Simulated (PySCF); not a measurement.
## Tc+: excitation energy

Tc+ [Kr] 4d5 5s1 (7S) → Tc+ [Kr] 4d4 5s1 6s1 (7D), as a difference of total energies. Computed with PySCF 2.14 in aug-cc-pwCVTZ-PP with ECP28MDF, with a scalar-relativistic core potential. Correlated levels: valence: 4s2 4p6 frozen; valence and next inner shell: nothing frozen outside the core potential. The calculations carry no spin-orbit coupling.

| method | excitation energy (eV) |
| --- | --- |
| UHF | 13.644 |
| LDA | 14.250 |
| PBE | 14.079 |
| PBE0 | 14.154 |
| r2SCAN | 14.345 |
| BP86 | 14.106 |
| B3LYP | 14.035 |
| MP2 (valence) | 14.240 |
| SCS-MP2 (valence) | 13.843 |
| MP2 (valence and next inner shell) | 14.384 |
| SCS-MP2 (valence and next inner shell) | 14.077 |

How much does correlation contribute at MP2 (valence and next inner shell)?

14.384 − (13.644) = 0.740 eV, measured against UHF.

The promoted electron is Rydberg-like, and one or two diffuse shells describe it only roughly, which tends to raise the upper state.
